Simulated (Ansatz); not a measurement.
Reaction (ligand exchange at the Si–N bond): `C=C[SiH2]N[SiH2]O` + `[SiH3][SiH2]S` → `O[SiH2]S[SiH2][SiH3]` + `C=C[SiH2]N`

Isolated molecules relaxed with PBE0-D4/def2-TZVP in Ansatz; ΔE leaves out vibrations. CCSD(T)/CBS adds triple-zeta CCSD(T) − MP2 to the extrapolated MP2 energy (def2 sets, frozen cores). DFT in def2-TZVPP. B3LYP here is the variant with VWN-RPA as its local correlation; programs differ in this. Each species was taken in one conformer, which may not be the lowest.

| level | ΔE (kJ/mol) | difference from CCSD(T)/CBS |
| --- | --- | --- |
| PBE-D4 | -8.7 | -10.6 |
| r2SCAN-D4 | -2.3 | -4.2 |
| PBE0-D4 | -5.6 | -7.5 |
| B3LYP-D4 | 2.5 | 0.6 |
| ωB97M-V | 1.8 | -0.1 |
| PBE | -8.7 | -10.6 |
| r2SCAN | -2.5 | -4.4 |
| PBE0 | -5.6 | -7.5 |
| B3LYP | 2.7 | 0.8 |
| HF/def2-TZVPP | 11.6 | 9.7 |
| SCS-MP2/def2-TZVPP | 6.2 | 4.3 |
| CCSD/def2-TZVPP | 7.7 | 5.8 |
| HF/def2-QZVPP | 12.4 | 10.5 |
| MP2/def2-QZVPP | 0.4 | -1.5 |
| HF/CBS(def2) | 12.5 | 10.6 |
| CCSD/CBS(def2) | 3.9 | 2.0 |
| CCSD(T)/CBS | 1.9 | 0 |

Largest T1 diagnostic among the species: 0.012.

In def2-TZVPP, CCSD(T) changes the Hartree–Fock value by −6.0 kJ/mol (the triples alone add −2.0 kJ/mol) and MP2 by −9.3 kJ/mol. From PBE to PBE0 (25 % exact exchange), in def2-TZVPP and without D4, ΔE moves by +3.1 kJ/mol.
